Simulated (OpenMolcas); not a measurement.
# Re5+: moving or changing the point charges

Re5+ among 6 point charges of -1.7 e arranged as a trigonal antiprism (D3d), 1.8 Å from the ion, with a polar angle of 49.8° against the regular 54.74°.
```
   0.0000    1.3750    1.1616  -1.70
  -1.1908   -0.6875    1.1616  -1.70
   1.1908   -0.6875    1.1616  -1.70
   0.0000   -1.3750   -1.1616  -1.70
   1.1908    0.6875   -1.1616  -1.70
  -1.1908    0.6875   -1.1616  -1.70
```

- Program: OpenMolcas 26.06
- Method: SS-CASPT2, IPEA 0.25 Eh, imaginary shift 0.1 Eh (closed shells correlated: 5s 5p)
- Basis: ANO-RCC-VTZP [8s7p5d3f2g1h]
- Scalar Hamiltonian: DKH2, point nucleus
- Active space: 2 electrons in 5 orbitals (5d)
- State averaging: 2S+1 = 3 even, 10 roots; 2S+1 = 1 even, 15 roots
- Spin-orbit coupling: RASSI with atomic mean-field integrals over the reference wave functions

Runs around this geometry, states (labels of D3, the rotations of D3d). Energies in cm-1 above the lowest state or level, χT in cm3 K/mol.

| R (Å) | q (e) | Polar angle / regular | Ground state | First state of that spin | First gap with spin-orbit (degeneracies) | χT at 300 K | First state of another spin |
| --- | --- | --- | --- | --- | --- | --- | --- |
| 1.8 | -1.1 | 0.91 | 3A2 | 3E 1360 | 570 (2, 1) | 0.074 | 1A1 9710 |
| 1.62 | -1.7 | 0.91 | 3A2 | 3E 4420 | 1110 (1, 2) | 0.117 | 1E 8550 |
| 1.8 | -1.7 | 0.91 | 3A2 | 3E 3020 | 400 (1, 2) | 0.093 | 1E 9300 |
| 1.88 | -1.7 | 0.91 | 3A2 | 3E 2580 | 83 (1, 2) | 0.078 | 1E 9640 |
| 1.8 | -1.7 | 0.98 | 3A2 | 3E 530 | 900 (2, 1) | 0.045 | 1E 10340 |

Taking the first state of the same spin as R^-n, n = -ln(2580 / 4420) / ln(1.88 / 1.62) = 3.6 between the shortest and longest distance.

Scaling the charges by -1.1 / -1.7 = 0.65 scales the first state of the same spin by 1360 / 3020 = 0.45; with fixed orbitals a first-order splitting would follow the charge.

Roots that are degenerate in the reference are averaged as groups; the widest CASPT2 spread within a group is 87 cm-1 (the 2-fold group of multiplicity 3 near 2580 cm-1 above the lowest state of its run, R = 1.88, q = -1.7, ratio = 0.91). Shifts and gaps below about the spread of the groups concerned are not significant. Free-ion shares, where given, are those of the reference states; single-state CASPT2 does not remix them. Spin-orbit coupling mixes the spin-free states strongly: the lowest level takes only 45 % from its leading state, 3E, which lies 1359 cm-1 above the lowest spin-free state (figures for R = 1.8, q = -1.1, ratio = 0.91; the like holds for R = 1.8, q = -1.7, ratio = 0.91, R = 1.88, q = -1.7, ratio = 0.91, R = 1.8, q = -1.7, ratio = 0.98). Point charges carry no covalency, so the field is a model and not that of real ligands. No measured value stands beside these numbers.
